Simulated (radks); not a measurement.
Values are calculated unless marked as measured or tabulated.
Species: Pd24+. Configuration: [Ar] 3d4. Level of theory: scalar-relativistic Kohn-Sham, PBE, spin-unpolarised, spherical densities, finite nucleus; Fermi nuclear charge, rms radius 4.5318 fm (a radial shooting solver on a logarithmic mesh with Libxc functionals).

Normalised radial functions P(r) = r R(r), r in bohr:

```
   r/bohr * 3s, o 3p, + 3d (the largest magnitude, 1.92, reaches the edge; | marks zero, & curves that meet)
  0.00169                             & *
 0.002114                             &  *
 0.002624                             &   *
 0.003283                             &   *
 0.004107                             &    *
 0.005097                             &     *
 0.006377                             +o     *
 0.007978                             +o      *
 0.009901                             + o     *
  0.01239                             + o      *
  0.01537                             +  o     *
  0.01923                             +   o    *
  0.02406                             +     o *
  0.02986                             |+   *  o
  0.03736                             |+*       o
  0.04674                          *  | +          o
  0.05801                     *       |   +          o
  0.07258                *            |     +        o
  0.09007              *              |        +    o
   0.1127               *             |         o  +
    0.141                     *       | o              +
    0.175                     o       |  *                  +
   0.2189           o                 |              *         +
   0.2717    o                        |                       * +
   0.3399   o                         |                      +   *
   0.4252       o                     |                 +    *
   0.5278               o             |           + *
   0.6603                      o      |     +*
    0.826                           o | &
    1.025                            o*+
```

3s: eigenvalue -1467.1 eV, 2 radial nodes at r = 0.0403, 0.166 bohr, <r> = 0.356 bohr, 90 % of the charge inside 0.519 bohr. 3p: eigenvalue -1349.3 eV, 1 radial node at r = 0.147 bohr, <r> = 0.349 bohr, 90 % of the charge inside 0.519 bohr. 3d: eigenvalue -1178.3 eV, 0 radial nodes, <r> = 0.316 bohr, 90 % of the charge inside 0.489 bohr.
